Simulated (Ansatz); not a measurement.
Gas-phase reaction R1 + R2 → P1 + P2, each structure at its B3LYP-D3(BJ)/def2-TZVP stationary point, reached from a drawn start (curvature not checked).
R1: H4O4Si (SMILES O[Si](O)(O)O), charge 0, multiplicity 1.
R2: HF (SMILES F), charge 0, multiplicity 1.
P1, FH3O3Si (SMILES O[Si](O)(O)F) (charge 0, multiplicity 1):
```tsv
atom	x (Å)	y (Å)	z (Å)
O	-0.4985	0.1405	-1.5058
Si	-0.0836	0.0179	0.0587
O	0.4710	-1.4761	0.3674
O	1.0582	1.1153	0.4148
F	-1.3739	0.2936	0.9645
H	-1.1783	-0.4398	-1.8564
H	0.7411	-1.6993	1.2612
H	0.8639	2.0479	0.2957
```
P2, H2O (SMILES O) (charge 0, multiplicity 1):
```xyz
3

O      0.00714     0.38956     0.00000
H     -0.76845    -0.18075     0.00000
H      0.76131    -0.20880     0.00000
```

P less R. No zero-point or thermal terms. One arrangement of each flexible species, with no search for the lowest.

Frozen-core correlation throughout.

The values were computed with Ansatz (Gaussian orbitals). Each number belongs to the level named beside it.

Total energies in hartree:

| structure | PBE/def2-TZVPP | PBE0/def2-TZVPP | CCSD(T)/cc-pV(T+d)Z |
|---|---|---|---|
| R1 | -592.700379 | -592.729589 | -592.220196 |
| R2 | -100.393473 | -100.394001 | -100.338298 |
| P1 | -616.728814 | -616.757766 | -616.240615 |
| P2 | -76.380147 | -76.380765 | -76.332115 |

### Question
Work out the reaction energy at each level in kJ/mol (1 hartree = 2625.49964 kJ/mol), and say how far PBE/def2-TZVPP lies from CCSD(T)/cc-pV(T+d)Z.

### Answer
- PBE/def2-TZVPP: (-616.728814) + (-76.380147) − (-592.700379) − (-100.393473) = -0.015109 hartree = -39.7 kJ/mol
- PBE0/def2-TZVPP: (-616.757766) + (-76.380765) − (-592.729589) − (-100.394001) = -0.014941 hartree = -39.2 kJ/mol
- CCSD(T)/cc-pV(T+d)Z: (-616.240615) + (-76.332115) − (-592.220196) − (-100.338298) = -0.014236 hartree = -37.4 kJ/mol
PBE/def2-TZVPP less CCSD(T)/cc-pV(T+d)Z: -2.3 kJ/mol. CCSD(T)/cc-pV(T+d)Z is the level counted from, the highest shown, and no exact or measured value.

Ansatz is an electronic-structure program.
